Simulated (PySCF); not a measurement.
How methods differ on the excitation energy of Fe

Fe [Ar] 3d6 4s2 (5D) → Fe [Ar] 3d5 4s2 5s1 (7S), as a difference of total energies. Calculation: PySCF 2.14, in aug-cc-pVTZ-DK; scalar relativity by spin-free X2C-1e. Correlated levels: valence: [Ar] frozen. The calculations carry no spin-orbit coupling.

```json
{"method": "UHF", "excitation energy (cm⁻¹)": "48305"}
{"method": "MP2 (valence)", "excitation energy (cm⁻¹)": "60844"}
{"method": "SCS-MP2 (valence)", "excitation energy (cm⁻¹)": "62466"}
{"method": "CCSD (valence)", "excitation energy (cm⁻¹)": "60212"}
{"method": "CCSD(T) (valence)", "excitation energy (cm⁻¹)": "60934"}
```

The promoted electron is Rydberg-like, and one or two diffuse shells describe it only roughly, which tends to raise the upper state.
